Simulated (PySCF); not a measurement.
```xyz
3
charge 0 multiplicity 6, angstrom
Fe    0.0000    0.0000   -1.4657
O     0.0000    0.0000   -3.0896
I     0.0000    0.0000    1.0356
```

Computed with UPBE0/[Fe def2-SVP, O def2-SVP, I def2-SVP with ECP28], scalar-relativistic core potentials, density fitting, no spin–orbit coupling, PySCF.

This geometry of FeOI is a stationary point at this level.

Q: What is the point group?

A: C∞v.

Q: Is it a minimum?

A: Yes: all harmonic wavenumbers are real.

Q: Which band is strongest in the infrared?

A: 64 cm⁻¹ (π), 69 km/mol.

Q: Give the atomic charges and bond orders.

A: 
```csv
atom,Mulliken,Löwdin,polar tensor,spin (Mulliken),Mayer order to Fe1
Fe1,0.80,0.54,1.14,4.04,–
O2,-0.51,-0.32,-0.60,0.93,1.88
I3,-0.29,-0.22,-0.54,0.02,1.06
```

Q: What is the atomisation energy, with and without zero-point energy?

A: 683 kJ/mol without, 676 kJ/mol with.

Other isomers or separated fragments may lie lower. With open d or f shells other occupations or spin states may lie lower. No spin–orbit coupling is included, which matters more the heavier the element.
